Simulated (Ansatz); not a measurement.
`NC[SiH2]O`, relaxed with RKS PBE-D4/def2-SVP in Ansatz 0.2.0 from a rough embedded geometry. The force threshold is 0.03 eV/Å; the program also tests the step.

Charge 0, multiplicity 1.

Start:

```xyz
11

N     0.818   -1.157    0.435
C    -0.227   -0.710   -0.444
Si   -0.569    1.095   -0.113
O     0.803    1.955    0.085
H     1.042   -2.180    0.221
H     0.408   -1.262    1.425
H    -1.157   -1.293   -0.363
H     0.111   -0.833   -1.508
H    -1.473    1.272    1.086
H    -1.304    1.741   -1.283
H     1.549    1.372    0.459
```

| step | energy (eV) | largest force (eV/Å) | largest move (Å) |
| --- | --- | --- | --- |
| 1 | -12550.6629 | 2.704 | 0.000 |
| 2 | -12550.8908 | 0.960 | 0.133 |
| 3 | -12550.9452 | 0.207 | 0.125 |
| 4 | -12550.9571 | 0.170 | 0.064 |
| 5 | -12550.9684 | 0.167 | 0.139 |
| 6 | -12550.9727 | 0.062 | 0.033 |
| 7 | -12550.9754 | 0.043 | 0.046 |
| 8 | -12550.9767 | 0.112 | 0.059 |
| 9 | -12550.9773 | 0.049 | 0.025 |
| 10 | -12550.9775 | 0.024 | 0.006 |

End:

```xyz
11

N     0.848   -1.029    0.446
C    -0.308   -0.702   -0.417
Si   -0.650    1.167   -0.126
O     0.886    1.733    0.250
H     1.316   -1.890    0.138
H     0.539   -1.201    1.411
H    -1.198   -1.364   -0.295
H     0.014   -0.803   -1.476
H    -1.633    1.367    1.003
H    -1.206    1.831   -1.357
H     1.391    0.892    0.422
```

It took 17 s on 2 threads of an Arm Neoverse V2 on a shared host, with 0.15 GiB of host memory at the peak.
